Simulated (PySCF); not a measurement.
**Radial density of Be⁺ (beryllium, charge +1)**

wB97X, [He] 2p1, 2P determinant (an excited configuration). All numbers are calculated (PySCF 2.14, the non-relativistic Hamiltonian (point nucleus), in aug-cc-pCVTZ).

```csv
r (bohr),4πr²ρ (e/bohr),4πr²(ρα − ρβ)
0.00547,0.01244,0.0000
0.00920,0.03427,-0.0001
0.0155,0.09196,-0.0002
0.0260,0.2394,-0.0005
0.0438,0.5873,-0.0011
0.0736,1.312,-0.0026
0.124,2.501,-0.0050
0.208,3.689,-0.0049
0.350,3.608,0.0125
0.589,1.878,0.0783
0.991,0.5346,0.2307
1.67,0.4049,0.3966
2.80,0.2779,0.2778
4.72,0.04097,0.0410
7.93,0.0006078,0.0006
```

(1) Where is the radial spin density 4πr²(ρα − ρβ) most negative, and why is it negative at all?

## Answers

(1) Around r = 0.124 bohr, down to -0.0050 e/bohr: exchange with the open shell polarises the paired shells in an unrestricted calculation.
